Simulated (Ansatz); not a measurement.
CH$_{4}$ClFGeOS, SMILES `C[O][Ge]([F])([SH])[Cl]`, relaxed with RKS PBE0-D4/def2-TZVP in Ansatz from a GFN2-xTB geometry. The force threshold is 0.005 eV/Å; the program also tests the step.

Total charge 0; spin multiplicity 1.

Start:

```xyz
10

C     0.729   -0.179    1.534
O     0.142   -0.632    0.321
Ge   -0.198    0.335   -1.107
F    -1.253    1.642   -0.471
S    -1.356   -0.946   -2.469
Cl    1.490    1.336   -1.862
H     0.735   -1.040    2.203
H     0.146    0.628    1.977
H     1.753    0.164    1.373
H    -2.188   -1.309   -1.499
```

(1) How much energy does the relaxation release, and in how many steps? (Best estimate.)

(2) Which bonds change most? (An estimate is asked.)

(3) Give the relaxed structure. (An estimate is asked.)

Answers

(1) The calculation gave: 0.14 eV, in 11 steps.

(2) The calculation gave: Ge3–F4 from 1.796 to 1.728 Å; Ge3–S5 from 2.200 to 2.176 Å; Ge3–Cl6 from 2.102 to 2.126 Å; S5–H10 from 1.329 to 1.346 Å.

(3) Ansatz gave: 
```xyz
10

C     0.705   -0.166    1.506
O     0.077   -0.701    0.350
Ge   -0.271    0.337   -1.010
F    -1.159    1.682   -0.386
S    -1.388   -0.777   -2.509
Cl    1.483    1.195   -1.851
H     0.800   -0.981    2.224
H     0.109    0.635    1.953
H     1.705    0.217    1.276
H    -2.061   -1.441   -1.552
```
